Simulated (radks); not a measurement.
Problem. The mean radii <r> (bohr) of the occupied orbitals of an atom or ion are listed with their occupations. Calculated with a radial shooting solver on a logarithmic mesh with Libxc functionals: Dirac Kohn-Sham, PBE, spin-unpolarised, spherical densities, finite nucleus; Fermi nuclear charge, rms radius of each element as measured or else 0.836 A^(1/3) + 0.57 fm.

orbital  occ.      <r>
1s1/2       2  0.01659
2s1/2       2  0.06926
2p1/2       2  0.05692
2p3/2       4  0.06560
3s1/2       2   0.1801
3p1/2       2   0.1704
3p3/2       4   0.1863
3d3/2       4   0.1621
3d5/2       6   0.1669
4s1/2       2   0.3991
4p1/2       2   0.4011
4p3/2       4   0.4352
4d3/2       4   0.4423
4d5/2       6   0.4534
5s1/2       2   0.8951
4f5/2       6   0.4781
4f7/2       8   0.4848
5p1/2       2   0.9576
5p3/2       4    1.044
5d3/2     2.8    1.279
5d5/2     4.2    1.313

Name the element and its charge. Open shells, if any, are shared by 2j + 1.

Solution. Z = 80, mercury, charge +5: Hg5+ in [Xe] 4f14 5d7. The 1s radius gives Z: for a bare nucleus <r> = (2 gamma + 1)/(2Z) with gamma = sqrt(1 - (Z/c)^2), 0.0164 bohr for Z = 80, and screening makes it slightly larger (0.01659 here). The occupations add up to 75, and the charge is Z minus that.
